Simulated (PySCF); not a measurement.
# C4H9NSi

The system: C4H9NSi, a small molecule; neutral, singlet. The structure, one conformer, was relaxed in the gas phase by PBE0-D3(BJ)/def2-SVP. No frequency run checks that it is a minimum.

SMILES: C[Si](C)(C)C#N

Coordinates in Å:
```
C1     -0.569    1.530   -0.820
Si2    -0.104   -0.004    0.146
C3      1.669    0.052    0.744
C4     -0.468   -1.570   -0.813
C5     -1.192   -0.034    1.674
N6     -1.861   -0.052    2.621
H7      0.043    1.602   -1.734
H8     -1.628    1.502   -1.119
H9     -0.405    2.441   -0.225
H10     2.358    0.067   -0.115
H11     1.907   -0.830    1.359
H12     1.855    0.952    1.348
H13    -1.527   -1.620   -1.108
H14     0.145   -1.601   -1.728
H15    -0.234   -2.463   -0.214
```

Shieldings: GIAO PBE0/pcSseg-1. Shifts are against computed references at the same level: C TMS (σ 184.4 ppm), H TMS (σ 31.27 ppm), Si TMS (σ 352.0 ppm). Core levels by delta-SCF with SCAN, pcX-2 on the ionised atom and pcseg-1 elsewhere, spin-free X2C (2p3/2 is the spin-free 2p value less a third of a first-order spin-orbit splitting); from the vacuum level, for chosen atoms.

Give the NMR and core-level values of the distinct atoms.


| atoms | bonded to | σ (ppm) | δ (ppm) | core level (eV) |
| --- | --- | --- | --- | --- |
| C1 C3 C4 | 1 Si + 3 H | 185.6 | -1.1 | 1s 290.50 |
| Si2 | 4 C | 368.4 | -16.4 | 2p3/2 107.08 |
| C5 | 1 N + 1 Si | 54.3 | 130.1 | 1s 291.33 |
| N6 | 1 C | -98.2 | - | 1s 404.79 |
| H7 H8 H9 | 1 C | 30.99 | 0.28 | - |
| H10 H11 H12 | 1 C | 30.99 | 0.28 | - |
| H13 H14 H15 | 1 C | 30.99 | 0.28 | - |

Values are those of this one static structure, with the three H of a rotating XH3 group averaged; atoms that internal rotation interchanges would show their mean in an NMR spectrum.

The core-hole states of C5, N6 are spin-contaminated (⟨S²⟩ 0.82, 0.82 against 0.75 for a pure doublet), so those values and differences from them are less sure.

Which of C1, C5 holds its core electrons tightest, and by how much against the loosest?

C5 (bonded to 1 N + 1 Si), by 0.83 eV over C1 (bonded to 1 Si + 3 H).

By CAM-B3LYP/def2-SVPD (TDDFT singlets, Tamm-Dancoff triplets, ionisation by delta-SCF), where does absorption start, and what does vertical ionisation take?

The first singlet with intensity lies at 7.43 eV (f 0.007); what lies below it is dark. The lowest singlet lies at 7.11 eV (f 0.000), the strongest of the first 6 at 8.42 eV (f 0.097), the lowest triplet at 5.86 eV; vertical ionisation takes 11.19 eV.
